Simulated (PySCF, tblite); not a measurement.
Isomers of C4H11F2NSi. Calculated harmonic vibrations of the isolated species, GFN2-xTB (tblite), most abundant isotopes, no scaling. This tight-binding method is rough: wavenumbers can miss measured ones by several per cent, in bad cases by 10 to 20. Modes of hydrogen on silicon can be 10 to 20 % off. One conformer each.

Electronic energies: PBE0/pcSseg-1 single points on the GFN2-xTB geometries (PySCF, gas phase).

| SMILES | electronic energy, lowest = 0 (kcal/mol) |
| --- | --- |
| C[SiH2]N[C@@H](C)C(F)F | 0.0 |
| CN[SiH2][C@@H](F)[C@H](C)F | 18.2 |
| CN(C)[SiH2][C@@H](F)CF | 29.9 |

Question: How do GFN2-xTB zero-point energies change the relative energies?

Answer: 
| SMILES | ZPE (kcal/mol) | of it from modes above 1550 cm⁻¹ | electronic (kcal/mol) | with ZPE, lowest = 0 (kcal/mol) | lowest mode (cm⁻¹) | rings |
| --- | --- | --- | --- | --- | --- | --- |
| C[SiH2]N[C@@H](C)C(F)F | 91.7 | 45.7 | 0.0 | 0.0 | 44 | 0 |
| CN[SiH2][C@@H](F)[C@H](C)F | 91.8 | 45.5 | 18.2 | 18.3 | 37 | 0 |
| CN(C)[SiH2][C@@H](F)CF | 92.0 | 44.6 | 29.9 | 30.2 | 38 | 0 |

The zero-point energies span 0.3 kcal/mol, from `C[SiH2]N[C@@H](C)C(F)F` to `CN(C)[SiH2][C@@H](F)CF`. The order is unchanged.

Question: And how do the electronic energies of GFN2-xTB itself compare?

Answer: `C[SiH2]N[C@@H](C)C(F)F` 0.0; `CN[SiH2][C@@H](F)[C@H](C)F` 4.7; `CN(C)[SiH2][C@@H](F)CF` 7.6 kcal/mol, lowest = 0. Against the energies above, taken from the same isomer `C[SiH2]N[C@@H](C)C(F)F`, the largest difference is 22.3 kcal/mol.

Question: What do entropy and thermal enthalpy add at 298.15 K and 1 bar (rigid rotor, harmonic oscillator, one conformer each)?

Answer: 
| SMILES | point group | symmetry number | S (cal/(mol K)) | H − H(0) (kcal/mol) | ZPE + H − H(0) − TS (kcal/mol) |
| --- | --- | --- | --- | --- | --- |
| C[SiH2]N[C@@H](C)C(F)F | C1 | 1 | 105.1 | 7.62 | 68.0 |
| CN[SiH2][C@@H](F)[C@H](C)F | C1 | 1 | 106.1 | 7.75 | 68.0 |
| CN(C)[SiH2][C@@H](F)CF | C1 | 1 | 105.0 | 7.63 | 68.3 |
